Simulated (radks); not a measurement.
Q: Species: Tm. Configuration: [Xe] 4f11.5 6s2 6p1.5 (fractional occupations, a model configuration). Calculated with a radial shooting solver on a logarithmic mesh with Libxc functionals: scalar-relativistic Kohn-Sham, LDA (Slater exchange, Perdew-Wang correlation), spin-unpolarised, spherical densities, finite nucleus; Fermi nuclear charge, rms radius 5.2256 fm. Some entries of the table are withheld. Estimate them.

orbital  occ.  eigenvalue (eV)  <1/r> (bohr^-1)
1s          2        -59238.22            79.00
2s          2        -10009.85            18.41
2p          6              (1)              (2)
3s          2        -2262.945            6.792
3p          6        -1910.153            6.338
3d         10        -1473.149            6.007
4s          2        -458.7190            2.878
4p          6        -342.4905            2.631
4d         10        -187.9514              (3)
5s          2         -65.0021            1.109
5p          6         -37.0418           0.9315
4f       11.5         -18.4087              (4)
6s          2          -6.9224              (5)
6p        1.5          -2.7180              (6)

A: 
(1) 2p eigenvalue (eV): -8845.213
(2) 2p <1/r> (bohr^-1): 16.96
(3) 4d <1/r> (bohr^-1): 2.329
(4) 4f <1/r> (bohr^-1): 1.773
(5) 6s <1/r> (bohr^-1): 0.3801
(6) 6p <1/r> (bohr^-1): 0.2768
